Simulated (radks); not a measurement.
Results of a calculation; reference values are marked as such.
Fractional charge and spin in the 2s shell of aluminium: the spin-up occupation runs from 0 to 1 and the spin-down occupation from 0 to 1; the fullest corner is Al3+, [He] 2p6 2s(up 1, down 1). Level of theory: non-relativistic Kohn-Sham, PBEsol, spin-polarised, spherical densities, point nucleus (a radial shooting solver on a logarithmic mesh with Libxc functionals). Energy (eV) minus the two flat planes that join the four corners (they meet along the diagonal where the two added fractions sum to one electron); zero is where a piecewise linear energy would lie.

down \ up,0,0.5,1
0,0.000,-4.129,0.000
0.5,-4.129,0.801,-3.885
1,0.000,-3.885,0.000

Corners above the fullest one (they belong to Al4+ and the next ion): (up 1, down 0) 157.21 eV, (up 0, down 1) 157.21 eV, (up 0, down 0) 349.70 eV. With half an added electron in each spin the energy lies 0.801 eV from the planes, and with half an added electron in spin up alone -4.129 eV. The planes are only a guide here: the flat-plane condition holds for ground states with one frontier orbital, while this shell lies below other occupied shells, so the corners above the fullest one are inner-hole states and not the ground states of those ions.
